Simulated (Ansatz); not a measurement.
Z-matrix (Å, degrees):
```
C
B 1 1.607
H 1 1.099 2 112.3
H 1 1.097 2 114.0 3 122.3
H 1 1.094 2 110.3 3 -118.4
C 2 1.606 1 116.2 3 53.1
N 2 1.681 1 106.2 3 -66.1
H 2 1.235 1 112.0 3 -176.3
H 6 1.094 2 110.5 1 64.6
H 6 1.098 2 113.6 1 -176.3
H 6 1.099 2 112.5 1 -54.1
Si 7 1.792 2 103.7 1 -100.0
H 7 1.016 2 109.4 1 140.1
H 7 1.016 2 110.0 1 22.6
H 12 1.474 7 108.7 2 53.0
H 12 1.492 7 107.4 2 170.9
H 12 1.476 7 107.5 2 -71.9
```

Charge 0, multiplicity 1.

Task: List the PBE/def2-TZVPP orbital energies in eV (the Gaussian-basis code of Ansatz). (Best estimate.)

Result: Computed: Occupied: -1780.43, -381.95, -267.40, -267.38, -175.44, -138.14, -94.92, -94.85, -94.84, -23.03, -16.59, -15.85, -14.22, -13.44, -12.18, -10.47, -9.50, -9.33, -8.93, -8.68, -8.45, -8.38, -7.57, -6.44, -6.15. Lowest empty: -1.14, 0.21, 0.26, 0.54, 0.90, 1.05, 1.28, 1.73.
